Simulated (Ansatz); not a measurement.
Input for Ansatz (a program for electronic structure): R-CCSD(T)/cc-pVTZ on H2OSe (SMILES O[SeH]), a point of a torsion scan. The run froze 15 orbitals, filled d shells among them.

Ansatz 0.2 input:
```yaml
crystal:
  periodic: [false, false, false]
  atoms:
    - {symbol: O, position_ang: [-0.94717264, 0.29291565, 0.27803833]}
    - {symbol: Se, position_ang: [0.75368581, 0.68434977, -0.18857771]}
    - {symbol: H, position_ang: [-1.30034501, -0.39023727, -0.29955318]}
    - {symbol: H, position_ang: [0.46095546, 1.12291305, -1.55595310]}
basis:
  gaussian:
    orbitals: cc-pVTZ
magnetization: {spin_polarized: false}
correlation: {method: ccsd_t, electrons: outside_noble_gas}
scf: {lower_state_search: off}
```

The log:

```
WARN ansatz: RAYON_NUM_THREADS=1 ignored (pool sized by the plan → 1); use --threads N
Functional definition: HF
these checks for a lower state are left out or cut short: stability, starts, cluster_reference, orbital_swaps, neighbouring_geometries, increment
integrals: 0.11 GiB planned
617 factors; integrals over basis functions are off by at most 9.4e-4 eV
mean field: 0.20 GiB planned
mean field evaluation 1: about -67371.2550 eV, gradient 2.9e1 eV
mean field evaluation 2: about -67371.3404 eV, gradient 2.9e1 eV
mean field evaluation 4: about -67372.9785 eV, gradient 2.4e0 eV
mean field evaluation 8: about -67372.9982 eV, gradient 1.2e-1 eV
mean field -67372.99828285 eV, -2475.9120198365 hartree, gradient 2.0e-6 eV, S^2 0.000000; 0 other end points of the search recorded, 0 dependent functions left out
15 core orbitals not correlated
reference -67372.99828285 eV, -2475.9120198365 hartree; 7, 7 occupied and 79, 79 virtual orbitals, 617 factors
second order -11.00960327 eV of doubles, -0.00000000 eV of singles
coupled cluster: 0.24 GiB planned
cycle   1  -11.17983893 eV  change   -1.7e-1 eV  update   7.4e-2
cycle   2  -11.47507215 eV  change   -3.0e-1 eV  update   2.3e-2
cycle   3  -11.53685389 eV  change   -6.2e-2 eV  update   1.1e-2
cycle   4  -11.52987392 eV  change    7.0e-3 eV  update   2.8e-3
cycle   5  -11.53080170 eV  change   -9.3e-4 eV  update   1.5e-3
cycle   6  -11.53110752 eV  change   -3.1e-4 eV  update   6.1e-4
cycle   7  -11.53082957 eV  change    2.8e-4 eV  update   3.0e-4
cycle   8  -11.53089764 eV  change   -6.8e-5 eV  update   1.3e-4
cycle   9  -11.53091425 eV  change   -1.7e-5 eV  update   6.2e-5
cycle  10  -11.53088039 eV  change    3.4e-5 eV  update   2.6e-5
cycle  11  -11.53090612 eV  change   -2.6e-5 eV  update   9.7e-6
cycle  12  -11.53090341 eV  change    2.7e-6 eV  update   3.4e-6
perturbative correction -0.43659048 eV, -0.0160444042 hartree
Total energy: -67384.96577674 eV, -2476.3518171250 hartree
Checks for a lower state left out: stability, starts, cluster_reference, orbital_swaps, neighbouring_geometries, increment
```

Self-consistency was reached.

Cost: very roughly 2.9 core-seconds.
